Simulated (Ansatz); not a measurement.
Re₄. Charge 0, multiplicity 3. Geometry PBE0-D4/def2-SVP, that of the charge +1 doublet; atoms count from 1.

Cartesian coordinates in Å:
```
Re 1.487 0.577 -0.268
Re -0.080 0.832 1.349
Re -0.035 -0.593 -1.472
Re -1.371 -0.817 0.390
```

In the def2 sets Re takes a core potential; there is no spin–orbit coupling. The charge 0 triplet is spin-contaminated (final ⟨S²⟩ up to 3.79, 2.00 for a pure state). The structure comes from a short search, and lower isomers may exist.

Question: Estimate the Mulliken populations from the PBE0/def2-TZVP orbitals of Ansatz.

Answer: 
```
atom  charge (e)  spin (α − β)  d electrons
 Re1       -0.09         -0.61         5.58
 Re2        0.04          2.43         5.53
 Re3        0.04          2.43         5.53
 Re4        0.01         -2.25         5.64
```
Mulliken values depend strongly on the basis.

Question: Where does the spin sit?

Answer: Summed by element: Re 2.00, of 2 unpaired in all. Largest on single atoms: Re2 2.43, Re3 2.43, Re4 -2.25.

Question: And the Mayer bond orders between heavy atoms (over 0.3)?

Answer: Re1–Re2 2.44 (2.27 Å); Re1–Re3 2.44 (2.27 Å); Re1–Re4 0.37 (3.25 Å); Re2–Re3 0.38 (3.16 Å); Re2–Re4 2.21 (2.30 Å); Re3–Re4 2.21 (2.30 Å).
